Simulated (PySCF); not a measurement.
ZrOCl, SMILES [O]=[Zr][Cl] (connectivity only; charge and spin as stated), neutral, multiplicity 2. Coordinates come from a B3LYP-D3(BJ)/def2-TZVP optimisation. The multiplicity is an assumed one; other spin states were not compared. The def2 effective core potentials stand for the cores of Zr; spin–orbit coupling is left out.

These are B3LYP-D3(BJ)/def2-TZVP in PySCF 2.14.0 values and carry that method's errors.

Harmonic wavenumbers (cm⁻¹): 175, 383, 967. Rotational constants (GHz): 16.03, 2.939, 2.484; symmetry number 1.

Q: Work out the zero-point energy and the ideal-gas rigid-rotor harmonic-oscillator thermochemistry at 298.15 K and 1 atm.

A: ZPE = ½ Σ hcν = ½ × 1525 cm⁻¹ = 2.18 kcal/mol. H − E(el) = 5.16 kcal/mol. Entropy in cal/(mol K): translation 40.78, rotation 25.42, vibration 3.51, spin 1.38, total 71.09. G − E(el) = -16.04 kcal/mol. Cp = 11.74 cal/(mol K).
